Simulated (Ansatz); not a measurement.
Computed with Ansatz on PBE0-D4/def2-TZVP structures; ΔE is electronic, products minus reactants. CCSD(T)/CBS is the MP2 limit (def2-TZVPP, def2-QZVPP) plus CCSD(T) − MP2 in def2-TZVPP, frozen cores. DFT in def2-TZVPP. HSE06 is defined as in plane-wave codes. Open shells (•) are unrestricted, without spin–orbit coupling. For Ge outer-core shells are correlated without core-valence functions, which leaves a few kJ/mol of doubt a bond. Scalar relativity is left out up to krypton. Each species was taken in one conformer, which may not be the lowest.

Reaction (homolysis of the Ge–N bond): `C=C[SiH2][NH][GeH3]` → `[GeH3]`• + `C=C[SiH2][NH]`•

| level | ΔE (kJ/mol) |
| --- | --- |
| PBE-D4 | 383.3 |
| BLYP-D4 | 370.0 |
| r2SCAN-D4 | 371.6 |
| r2SCANh-D4 | 372.1 |
| HSE06-D4 | 386.2 |
| ωB97X-V | 402.2 |
| ωB97M-V | 396.6 |
| BLYP | 350.1 |

Question: What does CCSD(T)/CBS give? (An estimate is asked.)

Answer: Computed: +412.2 kJ/mol. The listed levels differ from it by -28.9, -42.2, -40.6, -40.1, -26.0, -10.0, -15.6, -62.1 kJ/mol.

Largest T1 diagnostic among the species: 0.014.

From PBE to PBE0 (25 % exact exchange), in def2-TZVPP and without D4, ΔE moves by +4.4 kJ/mol. The D4 term adds +15.5 kJ/mol with B3LYP and +8.6 kJ/mol with PBE0; it sums over pairs of atoms, weighted by their polarisabilities, and B3LYP, whose exchange is more repulsive, gets the larger term.

CCSD(T)/CBS has its own doubt, a few kJ/mol and more with outer-core shells, so smaller differences from it don't rank the levels.

B3LYP here is the variant with VWN-RPA as its local correlation; programs differ in this.
